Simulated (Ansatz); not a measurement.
Basis-set extrapolation for CH$_{9}$FSi$_{3}$ (`F[SiH]([SiH3])C[SiH3]`) (PBE0-D4/def2-TZVP geometry, frozen core, Ansatz 0.2.0). Multiplicity 1, RHF reference.

```
                       def2-TZVPP    def2-QZVPP
                 HF  -1009.509213  -1009.543229
    MP2 correlation     -0.804561     -0.868122
CCSD(T) correlation     -0.903770       not run
```

Energies in hartree. Use E(X) = E(∞) + A·exp(−7.88·√X) for Hartree–Fock and E(X) = E(∞) + B·X^(−2.97) for correlation, with X = 3 and 4, and add CCSD(T) minus MP2 of the smaller set to the MP2 limit.

Question: What is the CCSD(T) energy at the basis-set limit?

Answer: HF limit: -1009.543229 + (-0.034016) × 0.13774 = -1009.54791. MP2 limit: -0.868122 + (-0.063561) × 0.74074 = -0.91520. Higher-order term: -0.903770 − (-0.804561) = -0.09921. Total: -1010.56232 hartree, 392.1 kJ/mol below CCSD(T)/def2-TZVPP.
